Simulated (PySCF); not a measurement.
C5H2FN3S.
Numbering: `[CH2:1]=[C:2]([C:3]#[N:4])[c:5]1[n:6][s:7][c:8]([F:9])[n:10]1`

Probes without a nucleus sit at each ring's centroid and 1 Å off its mean plane on both sides; NICS is minus the shielding there, NICSzz its component along the normal. Level: GIAO PBE0/pcSseg-1 (PySCF, non-relativistic, gas phase) on the GFN2-xTB geometry, one conformer.

Ring bond lengths (Å), with Mayer bond orders in brackets: C5–N6 1.310 (1.57), N6–S7 1.623 (1.18), S7–C8 1.751 (1.15), C8–N10 1.281 (1.65), N10–C5 1.360 (1.25).

Problem. Give the NICS values of each ring in ppm.

Solution. 
```tsv
ring	type	NICS(0)	NICS(1), two faces	NICS(1)zz, two faces	rms pucker (Å)	centre to ring atoms, mean (Å)
C5–N6–S7–C8–N10	5-membered ring with 2 N and S; formal bonds all aromatic	-11.5	-10.2 / -10.2	-23.1 / -23.1	0.00	1.24
```

Problem. What do they say, and how far can they be read as aromaticity?

Solution. 
- C5–N6–S7–C8–N10: mean NICS(1)zz -23.1 ppm, shielded, aromatic by this magnetic criterion (flat ring, no four-coordinate atom).

Problem. What is the mean of the two in-plane components of NICS at the first NICS(1) probe listed for ring C5–N6–S7–C8–N10, 1 Å off the ring?

Solution. The isotropic value is a third of the trace: (3 × -10.2 − (-23.1))/2 = -3.7 ppm.

Problem. How shielded are the nuclei of the rings and their hydrogens (means over atoms taken as equivalent)?

Solution. 
| atoms | environment | σ isotropic (ppm) |
| --- | --- | --- |
| C5 | substituted aromatic carbon | 20.7 |
| N6 | pyridine-type nitrogen | -43.6 |
| S7 | ring sulfur | 148.7 |
| C8 | aromatic C–F carbon | -14.6 |
| N10 | pyridine-type nitrogen | -22.7 |

Hardware: one thread, x86-64 server, on a shared host. Cost: 44 s wall. This is the whole shielding run at PBE0/pcSseg-1, SCF included.

Conformer computed: `[CH2:1]=[C:2]([C:3]#[N:4])[c:5]1[n:6][s:7][c:8]([F:9])[n:10]1`: C1–C2–C5–N6 180°.
